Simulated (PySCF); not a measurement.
# Electronic absorption of C6H13NO

C6H13NO.
SMILES with atom numbers: `[CH3:1][O:2]/[CH:3]=[C:4](\[CH3:5])[C@H:6]([CH3:7])[NH2:8]` (hydrogens: H9, H10, H11 on C1; H12 on C3; H13, H14, H15 on C5; H16 on C6; H17, H18, H19 on C7; H20, H21 on N8)

Geometry (PBE0-D3(BJ)/def2-SVP, Å), atoms numbered from 1 in this order:
```
atom  x, y, z in Å
C1     3.3301    0.0200   -0.1509
O2     2.1318   -0.5191    0.3276
C3     1.0048    0.1206   -0.0628
C4    -0.2158   -0.2454    0.3539
C5    -0.4265   -1.3906    1.2930
C6    -1.4417    0.4896   -0.1437
C7    -2.1632   -0.2992   -1.2336
N8    -1.0945    1.8000   -0.6686
H9     4.1488   -0.5997    0.2389
H10    3.3752    0.0079   -1.2554
H11    3.4818    1.0597    0.1934
H12    1.1258    0.9608   -0.7559
H13    0.5276   -1.8657    1.5547
H14   -1.0826   -2.1620    0.8547
H15   -0.9140   -1.0556    2.2252
H16   -2.1377    0.5520    0.7246
H17   -2.4068   -1.3175   -0.8986
H18   -1.5211   -0.3672   -2.1247
H19   -3.1084    0.1917   -1.5194
H20   -1.9226    2.2593   -1.0411
H21   -0.7383    2.3915    0.0802
```

Level of theory: PySCF 2.14.0, density-fitted response routines, TDDFT wB97X-D/def2-SVPD, vertical, gas phase, core orbitals frozen in the response.

```
state  E (eV)  λ (nm)       f  main configurations (H = HOMO, L = LUMO)
   S1    6.09   203.5   0.032                                 H→L (82%)
   S2    6.38   194.3   0.366                  H→L+1 (58%), H→L+2 (31%)
   S3    6.65   186.4   0.070    H-1→L (35%), H→L+2 (29%), H-1→L+3 (9%)
   S4    6.87   180.6   0.024     H→L+1 (26%), H→L+2 (26%), H-1→L (17%)
   S5    7.08   175.2   0.013                               H→L+3 (73%)
   S6    7.16   173.1  0.0031              H-1→L+2 (49%), H-1→L+1 (32%)
```

The lowest singlet lies at 6.09 eV (204 nm, ultraviolet) and is of moderate strength; its leading configuration is HOMO→LUMO (82%). The most intense listed level is S2 at 6.38 eV (194 nm, f = 0.366), 0.29 eV above S1. Löwdin shares by element: HOMO carbon 56% or more, oxygen 23% (atoms not listed hold the other 21%); LUMO carbon 35% or more (atoms not listed hold the other 65%). The oscillator strengths of these states sum to 0.507; summed over the whole spectrum of an exact calculation they would give the number of electrons, 64 (Thomas–Reiche–Kuhn). The listed states span 1.07 eV, and the widest gap between neighbours is 0.29 eV (S1 to S2). Weighted by f, the mean energy of these states is 6.45 eV. The window holds the lowest 6 singlets.

The run took 2.2 min wall on one thread, AMD EPYC (x86_64), shared host, and the process peaked at 1.4 GiB of memory.

One conformer stands for the species.
